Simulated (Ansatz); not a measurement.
# What each rung costs, and what it gives

Saddle point of BNH3ClO, closed shell (BNH₃ClO ([NH2][B]([OH])[Cl]) → BNHCl ([NH][B][Cl]) + H₂O (still joined by a long B–O bond); bonds formed: O2–H4; bonds broken: N3–H4; bonds weakened to dative contacts: B1–O2), PBE0-D4/def2-TZVP structure:

```json
{"atom": "B1", "x (Å)": "-0.2792", "y (Å)": "0.2581", "z (Å)": "-0.3546"}
{"atom": "O2", "x (Å)": "0.5484", "y (Å)": "0.5627", "z (Å)": "0.9329"}
{"atom": "N3", "x (Å)": "-0.4948", "y (Å)": "-1.0439", "z (Å)": "-0.1722"}
{"atom": "H4", "x (Å)": "0.3729", "y (Å)": "-0.5158", "z (Å)": "0.9731"}
{"atom": "Cl5", "x (Å)": "-0.5655", "y (Å)": "1.6047", "z (Å)": "-1.4351"}
{"atom": "H6", "x (Å)": "1.4703", "y (Å)": "0.8053", "z (Å)": "0.7797"}
{"atom": "H7", "x (Å)": "-1.0521", "y (Å)": "-1.6713", "z (Å)": "-0.7238"}
```

Barriers are electronic and count from the start structure reached by relaxing down the imaginary mode.

Ansatz 0.2.0; basis: as named in each row; cores frozen in the correlated methods. B3LYP uses VWN-RPA correlation. Extrapolation: Hartree–Fock as exp(−7.88 √X), correlation as X^−2.97.

Times are rough, for one single point on 2 threads of a shared host (Arm Neoverse V1).

The estimate by CCSD(T) at an estimated basis limit (MP2 extrapolated from triple and quadruple zeta, plus CCSD(T) − MP2 in triple zeta) is 70.82 kcal/mol.

```tsv
method	basis	time (s)	barrier (kcal/mol)	method less estimate
HF	STO-3G	under 1	90.02	19.20
PBE-D4	STO-3G	under 1	60.31	-10.51
SPW92	def2-SVP	under 1	61.65	-9.18
B3LYP-D4	6-31G	under 1	73.30	2.48
PBE-D4	def2-SVP	under 1	64.54	-6.29
PBE0-D4	def2-SVP	1	69.67	-1.15
SPW92	def2-TZVPP	1	62.20	-8.63
BLYP-D4	def2-TZVPP	2	66.94	-3.89
PBE-D4	def2-TZVPP	2	64.97	-5.86
CCSD(T)	def2-SVP	2	71.30	0.48
BHLYP-D4	def2-TZVPP	2	76.13	5.31
PBE0-D4	def2-TZVPP	2	69.74	-1.08
B3LYP-D4	def2-TZVPP	2	70.65	-0.17
CAM-B3LYP-D4	def2-TZVPP	3	71.83	1.01
r2SCAN-D4	def2-TZVPP	4	69.29	-1.54
r2SCAN0-D4	def2-TZVPP	4	72.26	1.44
RPA on PBE	def2-TZVPP	4	69.18	-1.64
PBE-QIDH	def2-TZVPP	4	71.85	1.03
B2PLYP	def2-TZVPP	4	70.70	-0.12
wB97M-V	def2-SVP	4	70.09	-0.73
wB97X-V	def2-TZVPP	7	71.97	1.15
B97M-V	def2-TZVPP	8	71.94	1.11
wB97M-V	def2-TZVPP	8	70.52	-0.31
MP2	def2-QZVPP	14	69.75	-1.08
CCSD(T)	def2-TZVPP	44	70.54	-0.29
```

All methods are single points on the PBE0-D4 structures.

The T1 diagnostic stays at or below 0.014.

Labels in which every atom is bracketed show which atoms are joined, not bond orders.
